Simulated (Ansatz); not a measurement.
ClH6NSi2Sn (`[SiH3][N]([SiH3])[Sn][Cl]`), 11 atoms. Total charge 0; spin multiplicity 1. Correlated methods include outer-core shells of Sn, which these sets cover unevenly. Sn: def2 effective core potential. All runs use 4 threads of an Arm Neoverse V2 on a shared host. Correlated methods freeze the cores.

**Question.** Give the basis size and wall time and peak host memory of each of these runs in Ansatz. RKS PBE0-D4/def2-TZVP frequencies; RHF-MP2/def2-QZVPP energy; RKS ωB97M-V/def2-SVP energy; RKS PBE0-D4/def2-SVP energy; RHF-CCSD(T)/def2-TZVPP energy; RKS B97M-V/def2-TZVPP energy; RKS PBE0-D4/def2-TZVP relaxation (7 steps); RKS PBE-QIDH (frozen core)/def2-TZVPP energy; RKS ωB97M-V/def2-QZVPP energy; RKS LC-ωPBE/def2-TZVPP energy; RKS revPBE-D4/def2-TZVPP energy; RHF-CCSD(T)/def2-SVP energy. (An estimate is asked.)

**Answer.** Ansatz gave: Other jobs shared the machine, so times are rough.

```csv
level,job,functions,wall time,peak host memory (GiB)
RKS PBE0-D4/def2-SVP,energy,124,1.6 s,0.6
RKS revPBE-D4/def2-TZVPP,energy,291,3 s,0.5
RKS LC-ωPBE/def2-TZVPP,energy,291,3.9 s,0.75
RKS ωB97M-V/def2-SVP,energy,124,7 s,0.6
RKS PBE-QIDH (frozen core)/def2-TZVPP,energy,291,9 s,0.98
RHF-CCSD(T)/def2-SVP,energy,124,11 s,0.7
RKS B97M-V/def2-TZVPP,energy,291,13 s,0.63
RHF-MP2/def2-QZVPP,energy,529,28 s,3.9
RKS ωB97M-V/def2-QZVPP,energy,529,31 s,3
RKS PBE0-D4/def2-TZVP,relaxation (7 steps),228,41 s,0.81
RKS PBE0-D4/def2-TZVP,frequencies,228,3.6 min,0.82
RHF-CCSD(T)/def2-TZVPP,energy,291,6.4 min,9
```

LC-ωPBE has ω = 0.4 bohr⁻¹.
